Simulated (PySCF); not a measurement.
Match the calculated data to a structure.

All candidates are C7H7NS.

* Rotational structure: rotational constants A, B, C: 1.998, 1.323, 0.940 GHz [GFN2-xTB]
* Dipole: 4.45 D [CAM-B3LYP/def2-SVPD]
* Triplet: lowest triplet excitation (Tamm–Dancoff): 5.16 eV [TDA CAM-B3LYP/def2-SVPD]
* UV, first state: lowest singlet excitation: 5.61 eV (221 nm, f = 0.005) [TDDFT CAM-B3LYP/def2-SVPD]
* Polarisability: 95.7 au [CAM-B3LYP/def2-SVPD]

Electronic properties: PySCF, gas phase, density fitting. Levels stand in brackets. Geometry: GFN2-xTB, one conformer, isolated molecule.

Question: Which candidate is it?
A. `C=Nc1ccccc1S`
B. `N#C[C@@]12[C@H]3[C@@H](S)[C@@H]1C[C@H]32`
C. `CCc1cc(C#N)cs1`
D. `CNC(=S)C#CC1=CC1`

Answer: B. It is `N#C[C@@]12[C@H]3[C@@H](S)[C@@H]1C[C@H]32`. Numbering: `[N:1]#[C:2][C@@:3]12[C@H:4]3[C@@H:5]([SH:6])[C@@H:7]1[CH2:8][C@@H:9]23`. Its formula, C7H7NS, gives 5 degrees of unsaturation: 3 rings and 2 π bonds in the structure found. The optimised geometry has point group C1 and is an asymmetric top.

The others, at the same levels:
- `CCc1cc(C#N)cs1` fails: its computed lowest singlet excitation is 5.34 eV (232 nm, f = 0.073) (against 5.61 eV), lowest triplet excitation (Tamm–Dancoff) is 3.48 eV (against 5.16 eV) and static isotropic polarisability is 103.2 au (against 95.7 au).
- `CNC(=S)C#CC1=CC1` fails: its computed lowest singlet excitation is 2.74 eV (452 nm, f = 0.003) (against 5.61 eV), lowest triplet excitation (Tamm–Dancoff) is 2.41 eV (against 5.16 eV) and static isotropic polarisability is 130.9 au (against 95.7 au).
- `C=Nc1ccccc1S` fails: its computed lowest singlet excitation is 3.93 eV (315 nm, f = 0.068) (against 5.61 eV), lowest triplet excitation (Tamm–Dancoff) is 3.10 eV (against 5.16 eV) and static isotropic polarisability is 112.9 au (against 95.7 au).

Each candidate is one conformer, not necessarily the lowest. The conformers computed, where there is a choice (atom-mapped SMILES and torsion angles):
- `[N:1]#[C:2][C@@:3]12[C@H:4]3[C@@H:5]([SH:6])[C@@H:7]1[CH2:8][C@@H:9]23`: H–S6–C5–C4 48°
- `[CH3:1][CH2:2][c:3]1[cH:4][c:5]([C:6]#[N:7])[cH:8][s:9]1`: C1–C2–C3–C4 106°
- `[CH3:1][NH:2][C:3](=[S:4])[C:5]#[C:6][C:7]1=[CH:8][CH2:9]1`: C1–N2–C3–S4 178°
- `[CH2:1]=[N:2][c:3]1[cH:4][cH:5][cH:6][cH:7][c:8]1[SH:9]`: C1–N2–C3–C4 -33°, H–S9–C8–C7 -173°
